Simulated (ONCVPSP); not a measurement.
Reading a pseudo-wave (Te (Z = 52))

Columns: radius, all-electron u(r) and pseudo u(r) of the 4d shell (level -41.65 eV) of tellurium in the configuration [Ar] 3d10 4s2 4p6 4d10 5s2 5p4; PBE, scalar-relativistic, ONCV scheme, ONCVPSP 4.0.1.

| r (bohr) | all-electron | pseudo |
| --- | --- | --- |
| 0.070 | -0.1961 | 0.0039 |
| 0.140 | -0.5213 | 0.0298 |
| 0.210 | -0.5838 | 0.0936 |
| 0.280 | -0.3901 | 0.2016 |
| 0.350 | -0.0702 | 0.3487 |
| 0.420 | 0.2699 | 0.5211 |
| 0.490 | 0.5687 | 0.6991 |
| 0.560 | 0.8016 | 0.8623 |
| 0.630 | 0.9633 | 0.9931 |
| 0.700 | 1.0606 | 1.0803 |
| 0.770 | 1.1049 | 1.1210 |
| 0.840 | 1.1082 | 1.1198 |
| 0.910 | 1.0822 | 1.0877 |
| 0.980 | 1.0359 | 1.0369 |
| 1.050 | 0.9770 | 0.9768 |
| 1.120 | 0.9108 | 0.9106 |
| 1.190 | 0.8415 | 0.8413 |
| 1.260 | 0.7719 | 0.7717 |
| 1.330 | 0.7040 | 0.7039 |
| 1.400 | 0.6392 | 0.6390 |
| 1.470 | 0.5781 | 0.5780 |
| 1.540 | 0.5213 | 0.5212 |
| 1.610 | 0.4689 | 0.4688 |
| 1.680 | 0.4209 | 0.4208 |
| 1.750 | 0.3771 | 0.3770 |
| 1.820 | 0.3374 | 0.3373 |

How many radial nodes do the two functions have?

The all-electron 4d function has n − l − 1 = 1; the pseudo-wave has 0, since the states of the same l below it are removed with the core.

At about which radius was the pseudo-wave matched?

1.05 bohr, where the columns begin to agree (steps of 0.07 bohr).

Is the pseudo-wave norm-conserving?

Yes: the ONCV scheme keeps the norm inside the radius equal to the all-electron one, which fixes the energy derivative of the logarithmic derivative at the level.
